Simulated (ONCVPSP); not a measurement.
# Transferability test, ONCV potential for Ba (Z = 56)

| Quantity | Value |
| --- | --- |
| Element | barium (Ba) |
| Generator | ONCVPSP 4.0.1 |
| Type | optimised norm-conserving Vanderbilt (ONCV) |
| Functional | PBE |
| Relativity | scalar-relativistic |
| Frozen core | [Kr] 4d10 |
| Valence charge | 10 |
| Reference configuration | 5s2 5p6 6s2 |
| Partial waves | 5s+6s: rc 3.10 bohr, ncon 5, nbas 8, qcut 3.2 1/bohr, 2 projectors; 5p: rc 2.05 bohr, ncon 3, nbas 6, qcut 4.3 1/bohr, 2 projectors, debl 1.3 Ha; d scattering state at 0.24 Ha: rc 3.30 bohr, ncon 4, nbas 9, qcut 2.7 1/bohr, 3 projectors, debl 1.6 Ha |
| Local potential | polynomial inside 1.70 bohr (lpopt 3, dvloc0 0 Ha) |
| Core correction | none |

In the d channel the program set the typed energies aside and used -0.074, 1.526, 3.126 Ha.

Energies are relative to the spin-unpolarised reference configuration 5s2 5p6 6s2; without spin polarisation the order of configurations can differ from experiment.

Q: Give the all-electron excitation energy and the error of the potential for: 5s2 5p6 6s1; 5s2 5p6 6s0; 5s2 5p6 6s1.5; 5s2 5p6 6s0 6p1.

A:

| valence configuration | charge | ΔE all-electron (eV) | error AE − PS (meV) |
| --- | --- | --- | --- |
| 5s2 5p6 6s1 | +1 | 5.362 | -0.9 |
| 5s2 5p6 6s0 | +2 | 15.344 | -4.2 |
| 5s2 5p6 6s1.5 | +0.5 | 2.136 | -0.3 |
| 5s2 5p6 6s0 6p1 | +1 | 7.962 | -2.3 |

Levels in the configuration 5s2 5p6 6s0 6p1:

```json
{"level": "5s", "all-electron (eV)": "-40.428", "pseudo (eV)": "-40.463"}
{"level": "5p", "all-electron (eV)": "-25.407", "pseudo (eV)": "-25.410"}
{"level": "6p", "all-electron (eV)": "-5.568", "pseudo (eV)": "-5.568"}
```

Note: no bound ghost flagged; GHOST(+) flagged for d at 107.8 eV.
